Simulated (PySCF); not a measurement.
C₄N₄Si.
Bonds: N1–C2 (triple), C2–Si3, Si3–C4, C4–N5 (triple), Si3–C6, C6–N7 (triple), Si3–C8, C8–N9 (triple).

Structure optimised with GFN2-xTB, isolated species.

Question: List the bond lengths and angles at this level.

Answer: 
```json
{"bond": "N1≡C2 and 3 like bonds", "length (bohr)": "2.160"}
{"bond": "C2–Si3 and 3 like bonds", "length (bohr)": "3.524"}
```

Bonds in one row agree within 0.02 bohr and their mean is given. A selection of angles:
```json
{"angle": "N1–C2–Si3", "degrees": "179.9"}
{"angle": "C2–Si3–C4", "degrees": "109.5"}
```

All 4 C–N bonds measure 1.143 Å. All 4 C–Si bonds measure 1.865 Å. Si3 (four-coordinate silicon) is tetrahedral (angles from 109.4° to 109.6°).

Point group: Td (tolerance 0.08 Å). No frequency check.

All values are computed, not measured.

---

Species: [NbCl6]- (charge -1 and singlet state).
Bonds: Nb1–Cl2, Nb1–Cl3, Nb1–Cl4, Nb1–Cl5, Nb1–Cl6, Nb1–Cl7.

Computed, not measured: PBE0-D3(BJ)/def2-SVP geometry optimisation, gas phase, def2 core potentials past Kr (PySCF).

(1) List the bond lengths and angles at this level.

## Answers

(1) 
```csv
bond,length (Å)
Nb1–Cl2 and 5 like bonds,2.362
```

Bonds in one row agree within 0.01 Å and their mean is given. A selection of angles:
```csv
angle,degrees
Cl2–Nb1–Cl3,179.9
Cl2–Nb1–Cl4,90.1
```

Nb1 (niobium bonded to 6 Cl) is octahedral (the three widest angles are 179.9°, 179.8° and 179.7°, the others run from 89.8° to 90.2°). All 6 Cl–Nb bonds measure 2.362 Å.

Point group: Oh (every atom within 0.08 Å of its image). No PBE0-D3(BJ)/def2-SVP frequencies stand behind this structure, so it isn't proved a minimum. The geometry's basis has no diffuse functions, a weakness for an anion.

---

Species: diphosphine, P₂H₄.
Bonds: P1–P2. Hydrogens: H3, H4 on P1; H5, H6 on P2.

The geometry is computed with GFN2-xTB (gas phase).

**Question.** List the bond lengths and angles at this level.

**Answer.** 
```tsv
bond	length (Å)	order
P1–P2	2.154	single
P1–H3 and 3 like bonds	1.395	single
```

Bonds in one row agree within 0.01 Å and their mean is given. Orders are formal, as drawn. A selection of angles:
```tsv
angle	degrees
P2–P1–H3	93.9
H3–P1–H4	92.0
```

P1 (three-coordinate phosphorus) is pyramidal (angles 93.9°, 93.9° and 92.0°, sum 279.8°, 0.85 Å off the plane of its three neighbours).

Point group: C2h (every atom within 0.08 Å of its image). Stationary, but not proved a minimum. The numbers are those of one conformer (H–P1–P2–H 180° and -88°).
